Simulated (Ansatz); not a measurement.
```yaml
crystal:
  periodic: [false, false, false]
  atoms:
    - {symbol: C, position_ang: [1.890584, -0.940290, 0.099829]}
    - {symbol: C, position_ang: [0.982184, 0.080243, 0.765366]}
    - {symbol: N, position_ang: [-0.320296, 0.198456, 0.137205]}
    - {symbol: C, position_ang: [-1.201217, -0.941445, 0.300444]}
    - {symbol: Zr, position_ang: [-1.171732, 1.648750, -0.899333]}
    - {symbol: Cl, position_ang: [-3.105663, 2.284011, 0.282187]}
    - {symbol: Cl, position_ang: [0.385871, 3.386555, -1.099399]}
    - {symbol: Cl, position_ang: [-1.781335, 0.731252, -2.978745]}
    - {symbol: H, position_ang: [2.052436, -0.686208, -0.949850]}
    - {symbol: H, position_ang: [2.860606, -0.959303, 0.601268]}
    - {symbol: H, position_ang: [1.475082, -1.948579, 0.147585]}
    - {symbol: H, position_ang: [0.841135, -0.178058, 1.824275]}
    - {symbol: H, position_ang: [1.461883, 1.062285, 0.743730]}
    - {symbol: H, position_ang: [-0.810875, -1.839554, -0.188974]}
    - {symbol: H, position_ang: [-1.374287, -1.155110, 1.362092]}
    - {symbol: H, position_ang: [-2.184367, -0.743016, -0.147660]}
basis:
  gaussian: {orbitals: x2c-TZVPPall}
hamiltonian: {xc: {name: B2GP-PLYP}}
output: {forces: true}
```

```sh
$ ansatz run in.yaml --threads 5 --pin off --events-out ev --progress --plain --max-ram 66560MiB --backend cuda --devices 0, --max-vram 37GiB
```

Output, abridged:

```
Functional definition: B2GP-PLYP
2720 factors; integrals over basis functions are off by at most 1.5e-3 eV
mean field evaluation 1: about -140282.9939 eV, gradient 5.9e1 eV
mean field evaluation 2: about -140283.1804 eV, gradient 5.9e1 eV
mean field evaluation 4: about -140290.8886 eV, gradient 1.3e1 eV
mean field evaluation 8: about -140291.2268 eV, gradient 8.1e-1 eV
mean field evaluation 16: about -140291.2285 eV, gradient 1.1e-3 eV
mean field -140291.22847204 eV, -5155.6075535376 hartree, gradient 3.3e-6 eV, S^2 0.000000; 0 other end points of the search recorded, 0 dependent functions left out
33 core orbitals not correlated: weight in the atoms' cores, before any rotation towards them, 1.000 or more for the frozen orbitals, at most 0.000 for the correlated occupied ones
reference -140291.22865658 eV, -5155.6075603193 hartree; 29, 29 occupied and 379, 379 virtual orbitals, 2720 factors
second order -52.40034483 eV of doubles, -0.00000000 eV of singles
Total energy: -140310.09278072 eV, -5156.3008040948 hartree
Relativity: scalar
Atom 0 at     1.890584    -0.940290     0.099829 Å, force     0.139776    -0.174433    -0.114307 eV/Å
Atom 1 at     0.982184     0.080243     0.765366 Å, force     0.225331     0.144166     0.317971 eV/Å
Atom 2 at    -0.320296     0.198456     0.137205 Å, force     0.059029     0.080477    -0.036551 eV/Å
Atom 3 at    -1.201217    -0.941445     0.300444 Å, force    -0.291269    -0.365971     0.045574 eV/Å
Atom 4 at    -1.171732     1.648750    -0.899333 Å, force    -0.046081     0.060526    -0.047380 eV/Å
Atom 5 at    -3.105663     2.284011     0.282187 Å, force    -0.130812     0.047395     0.081671 eV/Å
Atom 6 at     0.385871     3.386555    -1.099399 Å, force     0.099791     0.093258    -0.002258 eV/Å
Atom 7 at    -1.781335     0.731252    -2.978745 Å, force    -0.041364    -0.060644    -0.144407 eV/Å
Atom 8 at     2.052436    -0.686208    -0.949850 Å, force    -0.026674    -0.031563     0.153628 eV/Å
Atom 9 at     2.860606    -0.959303     0.601268 Å, force    -0.134374     0.007386    -0.065486 eV/Å
Atom 10 at     1.475082    -1.948579     0.147585 Å, force     0.056731     0.152353    -0.005167 eV/Å
Atom 11 at     0.841135    -0.178058     1.824275 Å, force     0.013365     0.025119    -0.162463 eV/Å
Atom 12 at     1.461883     1.062285     0.743730 Å, force    -0.074968    -0.154845    -0.008434 eV/Å
Atom 13 at    -0.810875    -1.839554    -0.188974 Å, force    -0.046874     0.148500     0.076924 eV/Å
Atom 14 at    -1.374287    -1.155110     1.362092 Å, force     0.043277     0.044379    -0.153105 eV/Å
Atom 15 at    -2.184367    -0.743016    -0.147660 Å, force     0.155115    -0.016102     0.063790 eV/Å
Dipole moment:     0.407276    -0.581973     0.417502 e Å
```

Run time 17 s (5 threads of an AMD EPYC 7R13 on a shared host and a share of an NVIDIA H100 80 GB); peak host memory 3.1 GiB.
